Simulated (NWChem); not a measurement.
Program: NWChem. System: HFOSi, charge 1, spin multiplicity 2, at the geometry of a parent with another charge or spin, in a state set for the comparison that need not be this species' ground state. Its SCF solution wasn't tested for a lower state. Level: UPBE/cc-pVTZ.

NWChem printed:

```
             Northwest Computational Chemistry Package (NWChem) 7.3.0
             --------------------------------------------------------

                                NWChem Input Module
                                -------------------

 Scaling coordinates for geometry "geometry" by  1.889725989
 (inverse scale =  0.529177249)

 Turning off AUTOSYM since
 SYMMETRY directive was detected!

                             Geometry "geometry" -> ""
                             -------------------------

 Output coordinates in angstroms (scale by  1.889725989 to convert to a.u.)

  No.       Tag          Charge          X              Y              Z
 ---- ---------------- ---------- -------------- -------------- --------------
    1 Si                  14.0000    -0.62404200    -0.00006200     0.00000000
    2 F                    9.0000     0.43475300     1.25796500     0.00000000
    3 O                    8.0000     0.43032700    -1.27734100     0.00000000
    4 H                    1.0000     1.38119400    -1.10208500     0.00000000

 Effective nuclear repulsion energy (a.u.)     100.8521567990

            Nuclear Dipole moment (a.u.)
            ----------------------------
        X                 Y               Z
 ---------------- ---------------- ----------------
    -0.0000018897     0.0000075589     0.0000000000

      Symmetry information
      --------------------

 Group name             Cs
 Group number              2
 Group order               2
 No. of unique centers     4

      Symmetry unique atoms

     1    2    3    4


 Summary of "ao basis" -> "" (spherical)
 ------------------------------------------------------------------------------
       Tag                 Description            Shells   Functions and Types
 ---------------- ------------------------------  ------  ---------------------
 *                          cc-pvtz                   on all atoms

  pbe96 is a nonlocal functional; adding pw91lda local functional.

                                 NWChem DFT Module
                                 -----------------

 Summary of "ao basis" -> "ao basis" (spherical)
 ------------------------------------------------------------------------------
       Tag                 Description            Shells   Functions and Types
 ---------------- ------------------------------  ------  ---------------------
 Si                         cc-pvtz                 12       34   5s4p2d1f
 F                          cc-pvtz                 10       30   4s3p2d1f
 O                          cc-pvtz                 10       30   4s3p2d1f
 H                          cc-pvtz                  6       14   3s2p1d

 Summary of "ao basis" -> "ao basis" (spherical)
 ------------------------------------------------------------------------------
       Tag                 Description            Shells   Functions and Types
 ---------------- ------------------------------  ------  ---------------------
 Si                         cc-pvtz                 12       34   5s4p2d1f
 F                          cc-pvtz                 10       30   4s3p2d1f
 O                          cc-pvtz                 10       30   4s3p2d1f
 H                          cc-pvtz                  6       14   3s2p1d

      Symmetry analysis of basis
      --------------------------

        a'         73
        a"         35

            General Information
            -------------------
          SCF calculation type: DFT
          Wavefunction type:  spin polarized.
          No. of atoms     :     4
          No. of electrons :    31
           Alpha electrons :    16
            Beta electrons :    15
          Charge           :     1
          Spin multiplicity:     2
          Use of symmetry is: on ; symmetry adaption is: on
          Maximum number of iterations: 100
          AO basis - number of functions:   108
                     number of shells:    38
          Convergence on energy requested:  1.00D-06
          Convergence on density requested:  1.00D-05
          Convergence on gradient requested:  5.00D-04

              XC Information
              --------------
          PerdewBurkeErnzerhof Exchange Functional  1.000
[...]
  ----- ------------  ---------------      ----- ------------  ---------------
    44      0.419115  2 F  pz                41      0.359004  2 F  pz
    47      0.292197  2 F  pz                11      0.171721  1 Si pz
    74      0.088071  3 O  pz                71      0.072475  3 O  pz
    17      0.064512  1 Si pz                77      0.056288  3 O  pz
    26     -0.037214  1 Si d  1              21     -0.035702  1 Si d  1

 Vector   14  Occ=1.000000D+00  E=-5.789254D-01  Symmetry=a'
              MO Center=  3.5D-01, -6.7D-01,  7.2D-16, r^2= 2.0D+00
   Bfn.  Coefficient  Atom+Function         Bfn.  Coefficient  Atom+Function
  ----- ------------  ---------------      ----- ------------  ---------------
    73      0.341539  3 O  py                70      0.291504  3 O  py
    43      0.236611  2 F  py                76      0.226490  3 O  py
    68     -0.207765  3 O  s                 40      0.204660  2 F  py
     3      0.168706  1 Si s                 46      0.163822  2 F  py
    66     -0.132821  3 O  s                 96      0.102870  4 H  s

 Vector   15  Occ=1.000000D+00  E=-5.752699D-01  Symmetry=a"
              MO Center=  3.6D-01, -9.8D-01,  2.8D-15, r^2= 1.2D+00
   Bfn.  Coefficient  Atom+Function         Bfn.  Coefficient  Atom+Function
  ----- ------------  ---------------      ----- ------------  ---------------
    74      0.405989  3 O  pz                71      0.338045  3 O  pz
    77      0.289379  3 O  pz                11      0.143394  1 Si pz
    44     -0.138113  2 F  pz                41     -0.119248  2 F  pz
    47     -0.103951  2 F  pz                17      0.054886  1 Si pz
    24     -0.053858  1 Si d -1              19     -0.047935  1 Si d -1

 Vector   16  Occ=0.000000D+00  E=-5.070381D-01  Symmetry=a'
              MO Center= -7.9D-01, -2.2D-03, -8.0D-15, r^2= 2.0D+00
   Bfn.  Coefficient  Atom+Function         Bfn.  Coefficient  Atom+Function
  ----- ------------  ---------------      ----- ------------  ---------------
     3      0.444124  1 Si s                  9     -0.349941  1 Si px
     5      0.324547  1 Si s                 42      0.181831  2 F  px
    39      0.156155  2 F  px                73     -0.142432  3 O  py
    45      0.137809  2 F  px                70     -0.118527  3 O  py
     4      0.117610  1 Si s                 15     -0.107531  1 Si px

 Vector   17  Occ=0.000000D+00  E=-3.438463D-01  Symmetry=a"
              MO Center= -6.0D-01, -3.0D-02,  5.3D-14, r^2= 2.3D+00
   Bfn.  Coefficient  Atom+Function         Bfn.  Coefficient  Atom+Function
  ----- ------------  ---------------      ----- ------------  ---------------
    11      0.639904  1 Si pz                17      0.413112  1 Si pz
    74     -0.173919  3 O  pz                77     -0.171545  3 O  pz
    71     -0.146891  3 O  pz                44     -0.137956  2 F  pz
    47     -0.133286  2 F  pz                41     -0.120441  2 F  pz
    14      0.100923  1 Si pz                21      0.047571  1 Si d  1

 Vector   18  Occ=0.000000D+00  E=-2.551142D-01  Symmetry=a'
              MO Center= -7.6D-01, -7.9D-02,  1.7D-14, r^2= 3.0D+00
   Bfn.  Coefficient  Atom+Function         Bfn.  Coefficient  Atom+Function
  ----- ------------  ---------------      ----- ------------  ---------------
    16      0.543686  1 Si py                10      0.443839  1 Si py
    18     -0.232395  1 Si d -2              68      0.232923  3 O  s
    97     -0.208937  4 H  s                 96     -0.167538  4 H  s
    66      0.146651  3 O  s                 23     -0.141697  1 Si d -2
    42      0.138864  2 F  px                38     -0.117019  2 F  s

   alpha - beta orbital overlaps
   -----------------------------

   alpha      1      2      3      4      5      6      7      8      9     10
    beta      1      2      3      4      5      6      7      8      9     10
 overlap   1.000  1.000  1.000  1.000  1.000  0.750  0.750  1.000  1.000  0.995

   alpha     11     12     13     14     15     16     17     18     19     20
    beta     11     12     13     14     15     16     17     18     19     20
 overlap   0.993  0.992  1.000  0.870  0.999  0.864  0.995  0.994  0.983  0.988

   alpha     21     22     23     24     25     26     27     28     29     30
    beta     21     22     23     24     25     26     27     28     29     30
 overlap   0.984  0.949  0.966  0.936  0.993  0.825  0.821  0.989  0.991  0.991

   alpha     31     32     33     34     35     36     37     38     39     40
    beta     32     31     33     34     35     37     36     38     39     40
 overlap   0.998  0.997  0.997  0.996  0.993  0.711  0.990  0.716  0.976  0.990

   alpha     41     42     43     44     45     46     47     48     49     50
    beta     41     42     44     43     46     45     47     48     49     50
 overlap   0.971  0.977  0.980  0.975  0.982  0.994  0.995  0.990  0.990  0.961

   alpha     51     52     53     54     55     56     57     58     59     60
    beta     51     52     53     54     55     56     57     58     59     60
 overlap   0.957  0.993  0.999  0.999  0.999  0.999  0.997  0.997  0.999  0.999

   alpha     61     62     63     64     65     66     67     68     69     70
    beta     61     62     63     64     65     66     67     68     69     70
 overlap   0.999  0.999  1.000  0.990  0.990  0.999  1.000  1.000  1.000  1.000

   alpha     71     72     73     74     75     76     77     78     79     80
    beta     71     72     73     74     75     76     77     78     79     80
 overlap   1.000  1.000  1.000  1.000  1.000  1.000  1.000  1.000  1.000  1.000

   alpha     81     82     83     84     85     86     87     88     89     90
    beta     81     82     83     84     85     86     87     88     89     90
 overlap   1.000  1.000  1.000  1.000  1.000  1.000  1.000  0.999  1.000  0.999

   alpha     91     92     93     94     95     96     97     98     99    100
    beta     91     92     94     93     96     95     97     98     99    100
 overlap   1.000  1.000  0.887  0.806  0.798  0.867  0.979  0.988  0.996  1.000

   alpha    101    102    103    104    105    106    107    108
    beta    101    102    103    104    105    106    107    108
 overlap   1.000  1.000  1.000  1.000  0.999  0.999  1.000  1.000

     --------------------------
     Expectation value of S2:
     --------------------------
      <S2> =      0.7531 (Exact =     0.7500)

 center of mass
 --------------
 x =  -0.02729595 y =   0.06958716 z =   0.00000000

 moments of inertia (a.u.)
 ------------------
         204.618941691459          -0.354673686324           0.000000000000
          -0.354673686324          69.125582009761           0.000000000000
           0.000000000000           0.000000000000         273.744523701220

     Multipole analysis of the density
     ---------------------------------

     L   x y z        total         alpha         beta         nuclear
     -   - - -        -----         -----         ----         -------
     0   0 0 0      1.000000    -16.000000    -15.000000     32.000000

     1   1 0 0     -0.822803      0.459107     -1.281908     -0.000002
     1   0 1 0     -0.273032     -0.135072     -0.137968      0.000008
     1   0 0 1     -0.000000     -0.000000     -0.000000      0.000000

     2   2 0 0     -9.036766    -26.335435    -20.348337     37.647006
     2   1 1 0     -1.791001      0.853851      0.915176     -3.560028
     2   1 0 1     -0.000000     -0.000000     -0.000000      0.000000
     2   0 2 0    -15.300358    -59.687662    -57.422580    101.809883
     2   0 1 1      0.000000      0.000000      0.000000      0.000000
     2   0 0 2    -13.602591     -7.489861     -6.112730      0.000000

 Task  times  cpu:        4.0s     wall:        4.0s

 Total times  cpu:        4.0s     wall:        4.0s
```

Q: Write an NWChem input that would produce this output.

A: Several could match; the one computed here: 
```
start mol
memory heap 200 mb stack 900 mb global 1100 mb
charge 1
geometry units angstroms nocenter noautoz
  Si    -0.624042    -0.000062     0.000000
  F      0.434753     1.257965     0.000000
  O      0.430327    -1.277341     0.000000
  H      1.381194    -1.102085     0.000000
  symmetry group Cs
end
basis spherical
  * library cc-pvtz
end
dft
  xc xpbe96 cpbe96
  odft
  mult 2
  semidirect memsize 60000000 filesize 0
  iterations 100
end
task dft energy
```
